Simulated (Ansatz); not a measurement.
Born–Oppenheimer molecular dynamics of ClFGeH₂ (5 atoms, charge 0, multiplicity 1). It starts from a relaxed structure.

Computed with RKS r2SCANh-D4/def2-SVP (Ansatz).

| Property | Result |
| --- | --- |
| ensemble | NVE (velocity Verlet) |
| time step | 0.5 fs |
| steps asked | 150 |
| starting velocities drawn for | 100 K |
| seed | 263923 |

First frame:

```xyz
5
Properties=species:S:1:pos:R:3
Ge 0.013 -0.021 -0.059
F -0.005 0.009 1.671
H 1.471 0.058 -0.494
Cl -1.007 1.745 -0.714
H -0.785 -1.244 -0.495
```

Task: How far do the bonds stretch over the last three quarters of this one trajectory? (Pairs bonded in most of those frames.)

Result: 
```json
{"bond": "Ge1–F2", "mean (Å)": "1.731", "spread (Å)": "0.001", "shortest": "1.73", "longest": "1.73"}
{"bond": "Ge1–H3", "mean (Å)": "1.524", "spread (Å)": "0.009", "shortest": "1.51", "longest": "1.54"}
{"bond": "Ge1–Cl4", "mean (Å)": "2.146", "spread (Å)": "0.006", "shortest": "2.13", "longest": "2.15"}
{"bond": "Ge1–H5", "mean (Å)": "1.526", "spread (Å)": "0.034", "shortest": "1.48", "longest": "1.57"}
```

Mean temperature of the second half: 49 K. The conserved energy stayed within 0.053 meV per atom of its start (net change 0.001 meV per atom), so the integration is sound. Over the second half the temperature averaged 0.49 of the 100 K drawn at the start: a run that starts near a minimum puts about half its kinetic energy into the potential. A run of 0.075 ps of so small a system gives no equilibrium averages.

The run took 16 min on 1 thread of Arm Neoverse N1 (shared host), peak memory 0.16 GiB.
